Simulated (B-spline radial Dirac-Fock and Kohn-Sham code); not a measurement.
# Atomic SCF run for Ce³⁺

ΔSCF core binding energies without Breit or QED terms, calculated with a B-spline atomic structure program. Keys: rel is the Hamiltonian (dirac, or spin-free x2c and nr, where L3 and M5 stand for the whole 2p and 3d shells), method is hf or an exchange,correlation pair (spin-unpolarised, also for the hole states), nuc the nuclear model, radius_factor scales its radius, rmax is the box in bohr, h the logarithmic mesh step, order the B-spline order, points the quadrature points per cell, c_factor scales the speed of light, and damp, ndamp, maxit and tol steer the iteration. The run stops when the commutator error falls below 10·tol·max(1, Z/10), or the numerical noise floor, and the energy has settled to about 1e-8 Ha; the virial ratio is −V/T.

Input (task.json):

```json
{"items": [{"Z": 58, "q": 3, "cfg": [[1, 0, 2], [2, 0, 2], [2, 1, 6], [3, 0, 2], [3, 1, 6], [3, 2, 10], [4, 0, 2], [4, 1, 6], [4, 2, 10], [4, 3, 1], [5, 0, 2], [5, 1, 6]], "A": 140, "rrms": 4.8771, "do": "settings", "holes": ["K", "L3", "M5"],
  "settings": [{"rel": "nr", "method": "hf", "nuc": "fermi", "radius_factor": 1.0, "rmax": 45.0, "h": 0.3, "order": 8, "points": 10, "c_factor": 1.0, "maxit": 60, "damp": 0.5, "ndamp": 3, "tol": 1e-08}]}]}
```

Command: `python xray2_run.py task.json out`

Ground-state iterations:

```
iter   energy (Ha)        error
   1    -8551.71796771  2.18e+00
   2    -8561.76210627  4.77e-01
   3    -8565.33913310  1.21e-01
   4    -8565.60658073  4.70e-02
   5    -8565.62546321  1.80e-02
   6    -8565.62988292  1.19e-03
   7    -8565.62990419  5.68e-04
   8    -8565.62990774  5.73e-05
   9    -8565.62990777  3.14e-06
  10    -8565.62990777  1.43e-07
```

The ground state converged in 10 iterations, with total energy -8565.62991 Ha, virial ratio 2.00000 and highest orbital energy -41.87 eV. ΔSCF binding energies: K (1s) 38682.9 eV, L3 (2p3/2) 5770.4 eV, M5 (3d5/2) 940.7 eV.
